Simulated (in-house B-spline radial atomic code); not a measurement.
The chromium ion Cr⁸⁺: [Ne] 3s2 3p4

Method: Dirac-Kohn-Sham wB97X, spherical fractional occupations, Fermi nucleus of rms radius 3.6452 fm. Calculated with a B-spline radial code for spherical atoms.

Z_r = [3n² - l(l+1)]/(2<r>); Z_e = n√(-2ε); the last column is Slater's effective charge. Values are occupation-weighted means over j.

```
shell  electrons   ε (eV)  <r> (bohr)    Z_r    Z_e  Slater
   1s          2  -6094.3     0.06353  23.61  21.16   23.70
   2s          2  -862.14      0.2914  20.59  15.92   19.85
   2p          6  -753.97      0.2585  19.34  14.89   19.85
   3s          2  -236.76      0.8149  16.57  12.51   13.45
   3p          4  -201.51      0.8299  15.06  11.55   13.45
```

The least bound orbital is 3p3/2 at -201 eV, and it is also the most diffuse (<r> = 0.8317 bohr).

Spin-orbit splittings of the orbital energies (j = l + 1/2 above j = l - 1/2 when positive): 2p 8.723 eV, 3p 1.399 eV.

For the 1s electron the small component carries 0.743 % of the norm, the zero-frequency Breit interaction raises the level by 6.481 eV, self-energy by 3.136 eV, and vacuum polarisation lowers it by 0.2555 eV.

Caution: exact exchange at fractional occupations of open shells leaves self-interaction of up to several eV.
